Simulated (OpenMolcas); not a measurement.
An OpenMolcas run meant for Pd³⁺ (ANO-R2, X2C; inactive shells 1s 2s 2p 3s 3p 3d 4s 4p; intended active space 7 electrons in 5 orbitals (4d)). One step of its input:

```
&RASSCF
FileOrb=start.orb
Symmetry=1
Spin=4
nActEl=7 0 0
Inactive=9 9
Ras2=5 0
CIRoot=9 9 1
SDav=10
CIMx=300
Iter=60 100
PrWF=0.3
OrbListing=Nothing
MaxOrb=0
Atom
```

The run finished. Its levels beside those of a sound run (CASSCF), in cm⁻¹ above each run's lowest level:

| Level | This run | Usual run |
| --- | --- | --- |
| 4d⁷ ⁴F_9/2 | 0.0 | 0.0 |
| 4d⁷ ⁴F_7/2 | 2738 | 2738 |
| 4d⁷ ⁴F_5/2 | 4505 | 4503 |
| 4d⁷ ⁴F_3/2 | 5612 | 5609 |
| 4d⁷ ²G_9/2 | 17465 | 17466 |
| 4d⁷ ²G_7/2 | 20198 | 20198 |
| 4d⁷ ²H_11/2 | 23186 | 23186 |
| 4d⁷ ²D_5/2 | 25298 | 25455 |
| 4d⁷ ²P_1/2 | 25109 | 25762 |
| 4d⁷ ²H_9/2 | 25936 | 25936 |
| 4d⁷ ²F_5/2 | 38516 | 38515 |
| 4d⁷ ²F_7/2 | 39594 | 39593 |

Q: Which setting is unsound, and how much does it matter here?

A: CIRoot is one short, so the average cuts through a term and the orbitals lose spherical symmetry. Against the sound run the excited levels shown move by 75 cm-1 on average and by 650 cm-1 at most.

Some high roots are left out of the spin-orbit mixing, which shifts the levels that they would mix with. Without dynamic correlation excited terms often stand tens of per cent too high (terms of higher spin than the ground term too low), and those without a measured partner can miss by more than the paired ones. Only configurations of the active space appear.
